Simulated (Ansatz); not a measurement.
Relaxation of C2H4BF (8 atoms, charge 0, multiplicity 1), to a largest force component of 0.02 eV/Å in at most 50 steps.

Computed with RKS PBE0-D4/STO-3G (Ansatz).

```xyz
8
Properties=species:S:1:pos:R:3
C -0.360 0.951 0.125
C -0.153 -0.546 0.131
B 0.890 -1.290 -0.392
F 1.837 -2.028 -0.875
H 0.456 1.456 -0.383
H -1.292 1.201 -0.382
H -0.421 1.329 1.145
H -0.958 -1.073 0.631
```

Q: Where does it end, and by what steps?

A: It converged. Limits of this set-up: minimal basis. After 6 steps the energy has fallen by 0.039 eV; F4 moved furthest, 0.07 Å.

```
step  energy less start (eV)  largest force component (eV/Å)  accepted
   0                  0.0000                           0.975       yes
   1                 -0.0361                           0.075       yes
   2                 -0.0375                           0.067       yes
   3                 -0.0380                           0.050       yes
   4                 -0.0384                           0.039       yes
   5                 -0.0384                           0.097        no
   6                 -0.0386                           0.018       yes
```

```xyz
8
Properties=species:S:1:pos:R:3
C -0.350 0.935 0.121
C -0.179 -0.579 0.150
B 0.865 -1.279 -0.383
F 1.842 -1.956 -0.883
H 0.484 1.429 -0.396
H -1.278 1.225 -0.397
H -0.403 1.355 1.139
H -0.982 -1.130 0.650
```

Run time: 9.5 s on 1 thread of Arm Neoverse V1, on a shared host, peak memory 0.11 GiB.
